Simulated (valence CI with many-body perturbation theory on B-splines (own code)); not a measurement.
Ce XIX: M1 decay

Computed by valence CI with perturbative core correlation (CI+MBPT): four valence electrons over a frozen Dirac-Fock core [Kr], a basis of 7 s, 7 p, 8 d, 6 f, 4 g, 1 h functions for each j, with the one-electron correlation potential Σ1, the two-electron term Σ2, the three-electron term Σ3, Breit, model QED; selected CI, second order for the rest, scaled by the run's own slope (own B-spline code, finite nucleus).

No measured spectrum was set against this ion. As an estimate, terms of the open shell hold to 2 to 4 % of their energy, and close levels can change places. The list stops below the first excitations out of the core.

Lines 1 to 50 of 120 in falling wavelength, among levels below 611740 cm⁻¹, chosen from the decays that carry over 1 % of a level's rate. Wavelengths and rates use the calculated energies, so an error of 2000 cm⁻¹ moves a line at 806.6 nm by 16 % and its rate by three times that or more. S is in atomic units (e²a₀⁴ for E2 and M2, e²a₀⁶ for E3), for M1 in squared Bohr magnetons. Weak lines are less certain than strong ones. Lines between different terms over intervals too small for the method are left out, as are lines whose strength nearly cancels.

Levels are named by their leading jj configuration (3d3/2^4 stands for four electrons in 3d with j = 3/2), which in mixed levels can hold well under half, so a name can repeat and another be missing. Letters in brackets count levels of one name in rising energy.

| λ vac (nm) | Upper | Lower | Type | A (s⁻¹) | S (a.u.) |
| --- | --- | --- | --- | --- | --- |
| 3455 | (4d3/2^3 4d5/2) J=4 | (4d3/2^2 4d5/2^2) J=3 [a] | M1 | 4.09e-01 | 5.62e+00 |
| 1699 | (4d3/2^2 4d5/2^2) J=6 | (4d3/2^2 4d5/2^2) J=5 | M1 | 2.25e+00 | 5.31e+00 |
| 1214 | (4d3/2^2 4d5/2^2) J=3 [a] | (4d3/2^2 4d5/2^2) J=2 [a] | M1 | 2.08e+01 | 9.66e+00 |
| 807.9 | (4d3/2^2 4d5/2^2) J=2 [a] | (4d3/2^3 4d5/2) J=1 | M1 | 8.40e+01 | 8.21e+00 |
| 806.6 | (4d3/2^2 4d5/2^2) J=2 [c] | (4d3/2^2 4d5/2^2) J=1 | M1 | 1.99e+01 | 1.93e+00 |
| 736.9 | (4d3/2^2 4d5/2^2) J=4 [c] | (4d3/2 4d5/2^3) J=5 | M1 | 7.93e+00 | 1.06e+00 |
| 735.3 | (4d3/2^2 4d5/2^2) J=5 | (4d3/2^2 4d5/2^2) J=4 [a] | M1 | 3.76e+01 | 6.09e+00 |
| 734.1 | (4d3/2^2 4d5/2^2) J=2 [e] | (4d3/2 4d5/2^3) J=1 [a] | M1 | 1.85e+01 | 1.36e+00 |
| 593.5 | (4d3/2^3 4d5/2) J=1 | (4d3/2^4) J=0 | M1 | 1.76e+02 | 4.09e+00 |
| 582.7 | (4d3/2 4d5/2^3) J=3 [a] | (4d3/2^2 4d5/2^2) J=4 [b] | M1 | 1.72e+01 | 8.85e-01 |
| 562.7 | (4d3/2^2 4d5/2^2) J=4 [b] | (4d3/2^2 4d5/2^2) J=3 [b] | M1 | 7.80e+01 | 4.64e+00 |
| 561.7 | (4d3/2^2 4d5/2^2) J=2 [c] | (4d3/2^2 4d5/2^2) J=2 [b] | M1 | 3.36e+01 | 1.10e+00 |
| 558.3 | (4d3/2 4d5/2^3) J=3 [c] | (4d3/2^2 4d5/2^2) J=2 [f] | M1 | 4.83e+01 | 2.18e+00 |
| 527.0 | (4d3/2^2 4d5/2^2) J=1 | (4d3/2^2 4d5/2^2) J=0 [a] | M1 | 1.07e+02 | 1.74e+00 |
| 517.4 | (4d3/2 4d5/2^3) J=1 [b] | (4d3/2^2 4d5/2^2) J=2 [f] | M1 | 6.97e+01 | 1.07e+00 |
| 515.2 | (4d3/2^2 4d5/2^2) J=4 [a] | (4d3/2^3 4d5/2) J=4 | M1 | 2.13e+02 | 9.71e+00 |
| 513.2 | (4d3/2^2 4d5/2^2) J=2 [d] | (4d3/2^2 4d5/2^2) J=2 [c] | M1 | 2.51e+01 | 6.30e-01 |
| 497.2 | (4d3/2^2 4d5/2^2) J=4 [c] | (4d3/2 4d5/2^3) J=3 [a] | M1 | 1.41e+01 | 5.80e-01 |
| 495.2 | (4d3/2^2 4d5/2^2) J=2 [c] | (4d3/2^2 4d5/2^2) J=3 [b] | M1 | 2.63e+00 | 5.92e-02 |
| 464.6 | (4d3/2 4d5/2^3) J=4 [a] | (4d3/2^2 4d5/2^2) J=5 | M1 | 5.46e+01 | 1.83e+00 |
| 448.3 | (4d3/2^2 4d5/2^2) J=4 [a] | (4d3/2^2 4d5/2^2) J=3 [a] | M1 | 6.11e+01 | 1.84e+00 |
| 431.1 | (4d3/2^2 4d5/2^2) J=2 [e] | (4d3/2 4d5/2^3) J=3 [a] | M1 | 2.31e+01 | 3.43e-01 |
| 421.9 | (4d3/2 4d5/2^3) J=5 | (4d3/2^2 4d5/2^2) J=4 [b] | M1 | 2.10e+02 | 6.44e+00 |
| 411.4 | (4d3/2 4d5/2^3) J=1 [a] | (4d3/2^2 4d5/2^2) J=2 [c] | M1 | 1.18e+02 | 9.13e-01 |
| 401.2 | (4d3/2 4d5/2^3) J=3 [b] | (4d3/2^2 4d5/2^2) J=2 [d] | M1 | 1.75e+01 | 2.94e-01 |
| 379.1 | (4d3/2^2 4d5/2^2) J=4 [b] | (4d3/2^2 4d5/2^2) J=4 [a] | M1 | 6.96e+01 | 1.27e+00 |
| 377.1 | (4d3/2 4d5/2^3) J=4 [a] | (4d3/2^2 4d5/2^2) J=3 [b] | M1 | 4.24e+01 | 7.58e-01 |
| 356.9 | (4d3/2^2 4d5/2^2) J=3 [b] | (4d3/2^3 4d5/2) J=4 | M1 | 1.72e+01 | 2.03e-01 |
| 350.6 | (4d3/2^2 4d5/2^2) J=4 [c] | (4d3/2 4d5/2^3) J=4 [a] | M1 | 1.29e+02 | 1.85e+00 |
| 336.9 | (4d3/2 4d5/2^3) J=3 [b] | (4d3/2 4d5/2^3) J=3 [a] | M1 | 1.07e+02 | 1.06e+00 |
| 335.3 | (4d3/2 4d5/2^3) J=3 [c] | (4d3/2^2 4d5/2^2) J=2 [e] | M1 | 5.70e+01 | 5.58e-01 |
| 329.9 | (4d5/2^4) J=4 | (4d3/2^2 4d5/2^2) J=4 [c] | M1 | 5.33e+01 | 6.39e-01 |
| 329.4 | (4d3/2^2 4d5/2^2) J=2 [f] | (4d3/2^2 4d5/2^2) J=2 [d] | M1 | 2.15e+02 | 1.42e+00 |
| 326.9 | (4d3/2 4d5/2^3) J=5 | (4d3/2^2 4d5/2^2) J=6 | M1 | 1.34e+02 | 1.91e+00 |
| 323.5 | (4d3/2^2 4d5/2^2) J=3 [b] | (4d3/2^2 4d5/2^2) J=3 [a] | M1 | 2.93e+02 | 2.57e+00 |
| 320.1 | (4d3/2 4d5/2^3) J=1 [b] | (4d3/2^2 4d5/2^2) J=2 [e] | M1 | 2.79e+02 | 1.02e+00 |
| 313.6 | (4d3/2^2 4d5/2^2) J=2 [d] | (4d3/2^2 4d5/2^2) J=1 | M1 | 7.61e+01 | 4.35e-01 |
| 307.3 | (4d3/2 4d5/2^3) J=3 [a] | (4d3/2^2 4d5/2^2) J=2 [b] | M1 | 4.94e+02 | 3.72e+00 |
| 306.0 | (4d3/2^2 4d5/2^2) J=4 [c] | (4d3/2^2 4d5/2^2) J=3 [c] | M1 | 7.75e+01 | 7.41e-01 |
| 303.9 | (4d3/2 4d5/2^3) J=3 [c] | (4d3/2^2 4d5/2^2) J=4 [c] | M1 | 2.72e+02 | 1.98e+00 |
| 302.9 | (4d3/2^2 4d5/2^2) J=5 | (4d3/2^3 4d5/2) J=4 | M1 | 1.52e+02 | 1.72e+00 |
| 287.4 | (4d3/2 4d5/2^3) J=6 | (4d3/2^2 4d5/2^2) J=6 | M1 | 2.97e+02 | 3.40e+00 |
| 286.3 | (4d3/2 4d5/2^3) J=3 [a] | (4d3/2^2 4d5/2^2) J=3 [b] | M1 | 4.87e+02 | 2.96e+00 |
| 284.7 | (4d3/2 4d5/2^3) J=4 [a] | (4d3/2^2 4d5/2^2) J=4 [a] | M1 | 7.65e+02 | 5.89e+00 |
| 279.6 | (4d3/2^2 4d5/2^2) J=2 [e] | (4d3/2^2 4d5/2^2) J=3 [c] | M1 | 2.84e+02 | 1.15e+00 |
| 274.1 | (4d3/2 4d5/2^3) J=5 | (4d3/2^2 4d5/2^2) J=5 | M1 | 2.13e+02 | 1.79e+00 |
| 272.4 | (4d3/2 4d5/2^3) J=1 [a] | (4d3/2^2 4d5/2^2) J=1 | M1 | 3.95e+02 | 8.88e-01 |
| 268.2 | (4d3/2^2 4d5/2^2) J=2 [d] | (4d3/2^2 4d5/2^2) J=2 [b] | M1 | 1.48e+02 | 5.28e-01 |
| 263.6 | (4d3/2^2 4d5/2^2) J=2 [e] | (4d3/2^2 4d5/2^2) J=2 [c] | M1 | 2.27e+02 | 7.70e-01 |
| 255.5 | (4d3/2^2 4d5/2^2) J=3 [b] | (4d3/2^2 4d5/2^2) J=2 [a] | M1 | 2.14e+02 | 9.27e-01 |
